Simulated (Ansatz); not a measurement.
Calculated with Ansatz (gas phase, PBE0-D4/def2-TZVP geometries, no zero-point term in ΔE). CCSD(T)/CBS adds triple-zeta CCSD(T) − MP2 to the extrapolated MP2 energy (def2 sets, frozen cores). Functionals use def2-TZVPP. Each species was taken in one conformer, which may not be the lowest.

`BC(=C)S` + `CB(S)C[SiH3]` → `BB(C)C[SiH3]` + `C=C(S)S`  (formal exchange of groups at a B–C bond)

```json
{"species": "`BC(=C)S`", "B2PLYP energy (Eh)": "-502.03793"}
{"species": "`CB(S)C[SiH3]`", "B2PLYP energy (Eh)": "-793.91326"}
{"species": "`BB(C)C[SiH3]`", "B2PLYP energy (Eh)": "-421.18147"}
{"species": "`C=C(S)S`", "B2PLYP energy (Eh)": "-874.70192"}
```

**Question.** Work out ΔE.

**Answer.** ΔE = (-421.18147) + (-874.70192) − (-502.03793) − (-793.91326) = 0.06780 Eh = +1.84 eV. CCSD(T)/CBS gives +1.84 eV.

Largest T1 diagnostic among the species: 0.012.

From PBE to PBE0 (25 % exact exchange), in def2-TZVPP and without D4, ΔE moves by +0.04 eV.
